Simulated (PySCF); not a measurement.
# Excitation energy of Nb+ by level of theory

Nb+ [Kr] 4d4 (5D) → Nb+ [Kr] 4d3 5s1 (5F), as a difference of total energies. All numbers are calculated (PySCF 2.14, a scalar-relativistic core potential, in aug-cc-pVDZ-PP with ECP28MDF (5s5p4d2f, 54 functions)). Correlated levels: valence: 4s2 4p6 frozen. The calculations carry no spin-orbit coupling.

```tsv
method	excitation energy (cm⁻¹)
UHF	967.75
MP2 (valence)	2124.8
SCS-MP2 (valence)	1353.4
CCSD (valence)	2198.3
CCSD(T) (valence)	2217.6
```

Errors of the correlated levels include the incompleteness of this basis and the frozen core.

For comparison: 2625.5 cm⁻¹ (measured; NIST levels, between the centres of gravity of the two terms).
